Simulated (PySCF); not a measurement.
C5H12Si2, SMILES C(#C[Si](C)(C)C)[SiH3], GFN2-xTB optimised geometry.

```
19

Si     1.20    -2.50     0.00
C      0.62    -0.75     0.00
C      0.23     0.40     0.00
Si    -0.36     2.16     0.00
C      0.28     3.02    -1.58
C     -2.27     2.15     0.03
C      0.33     3.03     1.56
H      0.69    -3.16     1.20
H      0.69    -3.16    -1.20
H      2.67    -2.50     0.00
H     -0.09     2.51    -2.47
H     -0.04     4.05    -1.63
H      1.36     3.00    -1.62
H     -2.67     1.65    -0.84
H     -2.67     3.16     0.04
H     -2.64     1.64     0.92
H     -0.01     2.54     2.46
H      1.42     3.01     1.56
H      0.02     4.07     1.60
```

Density from PBE0/def2-SVP (PySCF) at that geometry.

Minimum of the electron density along straight lines between bonded atoms, close to the bond critical point (lines longer than 1.1 times the sum of covalent radii, or with two minima, are not listed):

| bond | length / Å | ρ at the minimum / e bohr⁻³ | ∇²ρ there / e bohr⁻⁵ | position (fraction from the first atom) |
|---|---|---|---|---|
| Si1–C2 | 1.848 | 0.110 | 0.41 | 0.39 |
| C2–C3 | 1.211 | 0.404 | -1.17 | 0.50 |
| C3–Si4 | 1.861 | 0.107 | 0.40 | 0.61 |
| Si4–C5 | 1.907 | 0.110 | 0.31 | 0.38 |
| Si4–C6 | 1.907 | 0.110 | 0.31 | 0.38 |
| Si4–C7 | 1.907 | 0.110 | 0.31 | 0.38 |
| Si1–H8 | 1.466 | 0.118 | 0.31 | 0.49 |
| Si1–H9 | 1.466 | 0.118 | 0.31 | 0.49 |
| Si1–H10 | 1.466 | 0.118 | 0.31 | 0.49 |
| C5–H11 | 1.086 | 0.272 | -0.97 | 0.62 |
| C5–H12 | 1.086 | 0.271 | -0.96 | 0.62 |
| C5–H13 | 1.086 | 0.272 | -0.97 | 0.62 |
| C6–H14 | 1.086 | 0.272 | -0.97 | 0.62 |
| C6–H15 | 1.087 | 0.271 | -0.96 | 0.62 |
| C6–H16 | 1.086 | 0.272 | -0.97 | 0.62 |
| C7–H17 | 1.086 | 0.272 | -0.97 | 0.62 |
| C7–H18 | 1.086 | 0.272 | -0.97 | 0.62 |
| C7–H19 | 1.087 | 0.271 | -0.96 | 0.62 |
